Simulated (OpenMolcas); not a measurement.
**P: effect of correlating more closed shells**

```
Program             : OpenMolcas 26.06
Basis               : ANO-RCC-VQZP [6s5p3d2f1g]
Scalar Hamiltonian  : DKH2, point nucleus
Active space        : 5 electrons in 8 orbitals (3s 3p 4s 4p)
State averaging     : 2S+1 = 4 odd, 1 root; 2S+1 = 2 odd, 8 roots; 2S+1 = 4 even, 3 roots; 2S+1 = 2 even, 9 roots
Spin-orbit coupling : state interaction with AMFI integrals over the reference wave functions, term energies averaged over their components
```

Methods on the same reference wave functions:
A. CASSCF
B. SS-CASPT2, IPEA 0.25 Eh, imaginary shift 0.1 Eh (closed shells correlated: none)
C. SS-CASPT2, IPEA 0.25 Eh, imaginary shift 0.1 Eh (closed shells correlated: 2s 2p)

Energies in cm⁻¹ above 3s² 3p³ ⁴S°_3/2, the measured ground level; measured values from NIST Handbook of Basic Atomic Spectroscopic Data.

```json
{"Level": "3s² 3p³ ⁴S°_3/2", "A": "0.0", "B": "0.0", "C": "0.0", "Measured": "0.0"}
{"Level": "3s² 3p³ ²D°_3/2", "A": "14649", "B": "11950", "C": "11920", "Measured": "11361"}
{"Level": "3s² 3p³ ²D°_5/2", "A": "14670", "B": "11970", "C": "11940", "Measured": "11377"}
{"Level": "3s² 3p³ ²P°_1/2", "A": "19548", "B": "18930", "C": "18990", "Measured": "18723"}
{"Level": "3s² 3p³ ²P°_3/2", "A": "19560", "B": "18940", "C": "19000", "Measured": "18748"}
```

Deviations, from unrounded energies. A percentage is the sum of absolute deviations over the sum of measured energies, with the sign that they share, or ± where signs differ.

```tsv
Against measurement	Levels	A	B	C
mean absolute deviation (cm-1)	4	2100	400	410
other terms of the ground configuration (%)	4	+13.7	+2.6	+2.7
```

B, C lie about equally close to measurement and A furthest from it. The largest miss of B in the table is 3s² 3p³ ²D°_5/2, by +590 cm-1. The ranking rests on the paired levels alone, and a cruder setting can come out closer through cancelling errors.

Between B and C the level of the table that moves most is 3s² 3p³ ²P°_1/2, by 59 cm-1 (lowest in B, highest in C). Moves below CASPT2's spread within the term are not significant.

The mean deviations of B to C differ by less than CASPT2's widest spread within a term (110 cm-1), so their order carries little weight.

From A to B the spin-free energies of the other terms of 3s² 3p³ shown, above ⁴S°, scale by factors of 0.82 to 0.97.

The lowest spin-free term lies below A's lowest term by 0.078 hartree in B, 0.120 hartree in C.

What an inner shell adds also hangs on whether the basis holds functions to correlate it.

Term energies are means over components that CASPT2 splits; among the terms shown or strongly mixed into the levels shown the widest spread is 110 cm-1 (3s² 3p³ ²D°, C). The run also gave levels led by 3s² 3p² 4s, which use shells meant for correlation; these and all levels above them are left out. No level of 3s 3p⁴ was computed, though it lies in the active space. Without dynamic correlation excited terms often stand tens of per cent too high (terms of higher spin than the ground term too low), and those without a measured partner can miss by more than the paired ones (holds for A). Computed and measured levels are paired by configuration, term and J; levels that our copy of the source lacks, or whose pairing is in doubt (as where it misses far off the trend of its configuration), stay unpaired and out of the deviations. Only configurations of the active space appear. The table leaves out levels that lie high or whose names do not pair safely across all columns.

° marks odd parity.
